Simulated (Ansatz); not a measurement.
Born–Oppenheimer molecular dynamics of ClF₃H₂NTa (8 atoms, charge 0, multiplicity 1). It starts from a relaxed structure.

Theory: RKS PBE/def2-SVP (Ansatz 0.2.0).

* ensemble: NVE (velocity Verlet)
* time step: 1 fs
* steps asked: 166
* starting velocities drawn for: 300 K
* seed: 98320

First frame:

```xyz
8
Properties=species:S:1:pos:R:3
Ta -0.002 -0.016 0.004
N 1.962 -0.056 -0.003
H 2.531 -0.085 0.849
H 2.527 0.006 -0.856
F 0.171 -0.035 1.896
F 0.165 0.183 -1.879
F -0.952 1.614 0.098
Cl -1.062 -2.078 -0.109
```

(1) What does the run give?

(2) What happens to the structure?

(3) How do temperature and energy run in time?

Results:

(1) The run went to its last step.

```yaml
steps_done: 166
time_covered: 166 fs
mean_temperature_over_the_second_half: 124 K
spread_of_the_potential_energy_over_the_second_half: 3.8 meV per atom
mean_potential_energy_of_the_second_half_above_the_start: 17.6 meV per atom
```

The conserved energy stayed within 1.2 meV per atom of its start (net change 0.19 meV per atom), so the integration is sound. A run of 0.17 ps of so small a system gives no equilibrium averages.

(2) The same pairs are bonded in the first frame and the last. Pairs count as bonded within 1.25 times the sum of covalent radii (0.12 Å more for H–H). The details hang on the random start.

(3) 
```
time (fs)  T (K)  potential energy less start (eV)  conserved less start (meV/atom)
        0    300                             0.000                             0.00
        5    251                             0.040                             0.28
       10    238                             0.049                             0.12
       15    177                             0.100                             0.57
       20    170                             0.105                             0.52
       25    143                             0.128                             0.78
       30    107                             0.157                             0.93
       35     96                             0.166                             0.89
       40     77                             0.181                             1.03
       45    114                             0.152                             0.89
       50    131                             0.138                             0.81
       55    128                             0.140                             0.79
       60    136                             0.132                             0.59
       65    116                             0.147                             0.61
       70    158                             0.113                             0.33
       75    136                             0.130                             0.40
       80    158                             0.111                             0.14
       85    132                             0.132                             0.23
       90    146                             0.121                             0.12
       95    161                             0.109                             0.12
      100    147                             0.121                             0.30
      105    160                             0.110                             0.16
      110    104                             0.156                             0.58
      115    124                             0.140                             0.45
      120     87                             0.171                             0.81
      125     94                             0.166                             0.88
      130     72                             0.184                             0.94
      135     58                             0.197                             1.15
      140     74                             0.183                             0.94
      145     77                             0.180                             0.97
      150    113                             0.151                             0.81
      155    136                             0.131                             0.50
      160    164                             0.110                             0.58
      165    213                             0.069                             0.16
```

Run time: 3.6 min on 4 threads of Arm Neoverse V2, with other jobs on the host, peak memory 0.17 GiB.
